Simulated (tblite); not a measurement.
Here is a computed GFN2-xTB geometry (Å):
```
C 
C   1  1.3193
C   2  1.4958  1  124.50
C   3  1.4937  2  113.14  1   121.57
C   4  1.3455  3  126.05  2   -26.86
C   5  1.4708  4  117.83  3  -179.41
O   6  1.2117  5  124.01  4  -168.29
Si  6  1.9304  5  107.75  4    10.58
C   4  1.4891  3  118.27  2   152.55
O   9  1.2107  4  123.10  3   -14.50
H   1  1.0764  2  121.87  3   179.42
H   1  1.0780  2  121.91  3    -0.18
H   2  1.0822  1  120.56  3  -179.95
H   3  1.0950  2  110.07  1    -0.10
H   3  1.0964  2  110.42  1  -118.14
H   5  1.0811  4  122.95  3     0.36
H   8  1.4591  6  110.78  5    96.79
H   8  1.4552  6  115.73  5  -130.23
```
Z-matrix in Å and degrees, rows numbered from 1.

Neutral, closed shell.

Problem. Read off the bonds between heavy atoms and their formal orders.

Solution. C1–C2 (double); C2–C3 (single); C3–C4 (single); C4–C5 (double); C5–C6 (single); C6–O7 (double); C6–Si8 (single); Si8–C9 (single); C9–O10 (double); C4–C9 (single). Hydrogens: H11, H12 on C1; H13 on C2; H14, H15 on C3; H16 on C5; H17, H18 on Si8.

Problem. Write the SMILES.

Solution. `C=CCC1=CC(=O)[SiH2]C1=O`, C7H8O2Si. Among its features: C=C double bond, Si–H bond and C–Si bond.

Problem. Name the point group.

Solution. C1 (no symmetry element, even within 0.4 Å).

Problem. Which rings does it hold (smallest set)?

Solution. C4–C5–C6–Si8–C9 (5 members, 0.09 Å rms from planarity).

Problem. Classify the heavy atoms.

Solution. C1: terminal =CH2 carbon; C2: alkene CH carbon; C3: allylic carbon; C4: fully substituted alkene carbon; C5: alkene CH carbon; C6: carbonyl carbon; O7: carbonyl oxygen; Si8: SiH2 silicon; C9: carbonyl carbon; O10: carbonyl oxygen.

Problem. What is the arrangement about C2?

Solution. It has 3 neighbours (C1, C3, H13) and is planar (angles 124.5°, 120.6° and 114.9°, sum 360.0°, 0.00 Å off the plane of its three neighbours).

Problem. What is the arrangement about C5?

Solution. It has 3 neighbours (C4, C6, H16) and is planar (angles 122.9°, 119.2° and 117.8°, sum 360.0°, 0.00 Å off the plane of its three neighbours).
